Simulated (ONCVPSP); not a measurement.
## u(r) = r·R(r): atom against pseudo-atom (argon (Ar))

Columns: radius, all-electron u(r) and pseudo u(r) of the 3p shell (level -10.39 eV) of argon in the configuration [Ne] 3s2 3p6; LDA (Perdew-Zunger), scalar-relativistic, ONCV scheme, ONCVPSP 4.0.1.

| r (bohr) | all-electron | pseudo |
| --- | --- | --- |
| 0.053 | -0.0969 | 0.0041 |
| 0.105 | -0.2415 | 0.0159 |
| 0.158 | -0.3469 | 0.0353 |
| 0.210 | -0.3898 | 0.0608 |
| 0.262 | -0.3783 | 0.0922 |
| 0.315 | -0.3238 | 0.1294 |
| 0.368 | -0.2399 | 0.1712 |
| 0.420 | -0.1406 | 0.2161 |
| 0.473 | -0.0309 | 0.2651 |
| 0.525 | 0.0783 | 0.3155 |
| 0.578 | 0.1866 | 0.3682 |
| 0.630 | 0.2866 | 0.4201 |
| 0.683 | 0.3802 | 0.4723 |
| 0.735 | 0.4628 | 0.5219 |
| 0.788 | 0.5371 | 0.5705 |
| 0.840 | 0.6002 | 0.6161 |
| 0.893 | 0.6548 | 0.6601 |
| 0.945 | 0.6992 | 0.7001 |
| 0.998 | 0.7360 | 0.7360 |
| 1.050 | 0.7642 | 0.7643 |
| 1.102 | 0.7855 | 0.7856 |
| 1.155 | 0.8008 | 0.8008 |
| 1.208 | 0.8103 | 0.8103 |
| 1.260 | 0.8146 | 0.8147 |
| 1.313 | 0.8147 | 0.8148 |
| 1.365 | 0.8111 | 0.8111 |

Problem. How many radial nodes do the two functions have?

Solution. The all-electron 3p function has n − l − 1 = 1; the pseudo-wave has 0, since the states of the same l below it are removed with the core.

Problem. At about which radius was the pseudo-wave matched?

Solution. 1.00 bohr, where the columns begin to agree (steps of 0.05 bohr).

Problem. Is the pseudo-wave norm-conserving?

Solution. Yes: the ONCV scheme keeps the norm inside the radius equal to the all-electron one, which fixes the energy derivative of the logarithmic derivative at the level.
